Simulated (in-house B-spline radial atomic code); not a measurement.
## The osmium ion Os³¹⁺: [Ne] 3s2 (3p1/2)1 (3p3/2)4 3d10 4s2 4p6 4d10 (with a hole in an inner shell)

Method: Dirac-Hartree-Fock, average of the jj configuration, Fermi nucleus of rms radius 5.4126 fm. Calculated with a B-spline radial code for spherical atoms.

Z_r = [3n² - l(l+1)]/(2<r>); Z_e = n√(-2ε); the last column is Slater's effective charge. Values are occupation-weighted means over j. An effective charge above Z reflects the relativistic contraction of the inner shells.

```json
{"shell": "1s", "electrons": "2", "ε (eV)": "-75596", "<r> (bohr)": "0.01773", "Z_r": "84.59", "Z_e": "74.54", "Slater": "75.70"}
{"shell": "2s", "electrons": "2", "ε (eV)": "-14316", "<r> (bohr)": "0.07419", "Z_r": "80.88", "Z_e": "64.87", "Slater": "71.85"}
{"shell": "2p", "electrons": "6", "ε (eV)": "-12708", "<r> (bohr)": "0.06681", "Z_r": "74.84", "Z_e": "61.12", "Slater": "71.85"}
{"shell": "3s", "electrons": "2", "ε (eV)": "-4297.5", "<r> (bohr)": "0.1915", "Z_r": "70.49", "Z_e": "53.32", "Slater": "65.10"}
{"shell": "3p", "electrons": "5", "ε (eV)": "-3772", "<r> (bohr)": "0.1934", "Z_r": "64.65", "Z_e": "49.95", "Slater": "65.10"}
{"shell": "3d", "electrons": "10", "ε (eV)": "-3234", "<r> (bohr)": "0.1737", "Z_r": "60.45", "Z_e": "46.25", "Slater": "55.85"}
{"shell": "4s", "electrons": "2", "ε (eV)": "-1747.4", "<r> (bohr)": "0.4028", "Z_r": "59.59", "Z_e": "45.33", "Slater": "49.10"}
{"shell": "4p", "electrons": "6", "ε (eV)": "-1567.8", "<r> (bohr)": "0.4171", "Z_r": "55.14", "Z_e": "42.94", "Slater": "49.10"}
{"shell": "4d", "electrons": "10", "ε (eV)": "-1336.1", "<r> (bohr)": "0.4234", "Z_r": "49.60", "Z_e": "39.64", "Slater": "37.85"}
```

The least bound orbital is 4d5/2 at -1328 eV, and it is also the most diffuse (<r> = 0.4262 bohr). The part-filled 3p shell lies below the filled 4d shell in orbital energy.

For the 1s electron the small component carries 8.26 % of the norm, the zero-frequency Breit interaction raises the level by 263.2 eV, self-energy by 167.7 eV, and vacuum polarisation lowers it by 32.68 eV.
